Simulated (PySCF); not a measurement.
## Working with the constants of TbC

r²SCANh constants of TbC, decet, about 8.1 electrons in the 4f shell (Mulliken), real f orbitals that mix terms (PySCF, spin-free X2C with a Gaussian nucleus, basis sets Tb x2c-TZVPall, C x2c-TZVPall; masses 158.9253 and 12.0000 u):

* ωe: 713.3 cm⁻¹
* ωexe: 5.31 cm⁻¹
* Be: 0.37437 cm⁻¹
* αe: 0.00217 cm⁻¹
* D (centrifugal): 4.13e-07 cm⁻¹
* De to Tb (4f9 6s2) + C: 3.79 eV

Give the vibrational terms G(v) and spacings up to v = 3.

G(v) = ωe(v+½) − ωexe(v+½)².

| v | G(v) (cm⁻¹) | G(v) − G(v−1) | Bv (cm⁻¹) |
| --- | --- | --- | --- |
| 0 | 355 |  | 0.3733 |
| 1 | 1058 | 703 | 0.3711 |
| 2 | 1750 | 692 | 0.3689 |
| 3 | 2432 | 681 | 0.3668 |

A state of this spin cannot dissociate to the ground-state fragments, so its own limit lies higher than the one that De refers to.

Spin–orbit coupling is left out, which matters for elements this heavy, above all for dissociation energies. The state is the lowest single determinant that the PBE0 search found; with open d or f shells the true ground state can be another one.
